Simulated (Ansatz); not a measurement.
Born–Oppenheimer molecular dynamics of CH₈AlFSi (12 atoms, charge 0, multiplicity 1). It starts at the highest image of a converged band, a first-order saddle point between two minima.

All numbers below come from RKS PBE/def2-SVP in Ansatz.

```
ensemble                      : NVE (velocity Verlet)
time step                     : 0.5 fs
steps asked                   : 200
starting velocities drawn for : 300 K
seed                          : 3899
```

First frame:

```xyz
12
Properties=species:S:1:pos:R:3
Al -0.980 0.151 0.121
Si 1.389 -0.106 1.254
C -0.797 -0.352 -1.753
F -2.129 -0.460 1.197
H 0.082 1.257 0.835
H -0.790 1.851 0.414
H 2.534 0.230 0.334
H 1.692 0.419 2.631
H 1.294 -1.613 1.358
H -0.613 -1.442 -1.840
H -1.726 -0.117 -2.311
H 0.044 0.182 -2.240
```

Q: How far do the bonds stretch over the last three quarters of this one trajectory? (Pairs bonded in most of those frames.)

A: 
```tsv
bond	mean (Å)	spread (Å)	shortest	longest
Al1–C3	1.986	0.063	1.88	2.08
Al1–F4	1.711	0.018	1.68	1.75
Al1–H6	1.616	0.064	1.51	1.71
Si2–H5	1.540	0.092	1.40	1.69
Si2–H7	1.505	0.020	1.47	1.54
Si2–H8	1.506	0.045	1.44	1.57
Si2–H9	1.500	0.012	1.48	1.53
C3–H10	1.111	0.019	1.08	1.14
C3–H11	1.113	0.008	1.10	1.13
C3–H12	1.114	0.007	1.10	1.13
```

Mean temperature of the second half: 697 K. The conserved energy stayed within 0.13 meV per atom of its start (net change 0.078 meV per atom), so the integration is sound. The kinetic energy rose, since the run started high on the potential surface and went downhill. It ends in pieces (CH4AlF + H4Si), so much of that is their flight and rotation, not heat. A run of 0.1 ps of so small a system gives no equilibrium averages. The orbitals stay closed-shell, which can raise the energy where a bond breaks towards radicals; this wasn't checked here.

The run took 5.8 min on 2 threads of AMD EPYC 7R43 64-Core Processor (Zen 3) (shared host), peak memory 0.15 GiB.
